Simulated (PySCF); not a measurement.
³¹P chemical shifts

[PySCF 2.14.0 with density-fitted response routines: geometry from GFN2-xTB; NMR shieldings at PBE0/pcSseg-1/GIAO; one computed conformer; in vacuum; equivalent nuclei averaged; relativity neglected]

Shieldings were converted by a linear fit to measured shifts: ³¹P (scatter 18.1 ppm rms vs H3PO4, solution or neat liquid). A few per cent of atoms miss by over 2 rms, more outside the fitted compound classes.

(1) Give the ³¹P shifts of `CC(C)C#P`, `COc1scpc1C(C)C`, `CP(C)(=S)CC(F)(F)F`.

(2) Match the shifts 289.2, 225.5, 144.0, 57.6, 38.8, 6.6 ppm to `S=P1(n2cccc2)CCC1`, `CC(C)[P@@H](=O)c1cccs1`, `C=PC1CC1`, `C=C/P=C/C`, `CCc1nc(SC)ccp1`, `CC[P@](C)(=S)C(F)(F)F`.

Results:

(1) 
```tsv
compound	environment	δ (ppm)
CC(C)C#P	phosphorus bonded to C	-12.9
COc1scpc1C(C)C	phosphorus bonded to 2 C, in a 5-membered ring	200.7
CP(C)(=S)CC(F)(F)F	phosphorus bonded to 3 C, S	18.6
```

(2) 289.2: C=PC1CC1 (phosphorus bonded to 2 C); 225.5: C=C/P=C/C (phosphorus bonded to 2 C); 144.0: CCc1nc(SC)ccp1 (phosphorus bonded to 2 C, in a 6-membered ring); 57.6: S=P1(n2cccc2)CCC1 (phosphorus bonded to 2 C, N, S, in a 4-membered ring); 38.8: CC[P@](C)(=S)C(F)(F)F (phosphorus bonded to 3 C, S); 6.6: CC(C)[P@@H](=O)c1cccs1 (phosphorus bonded to 2 C, O, H).
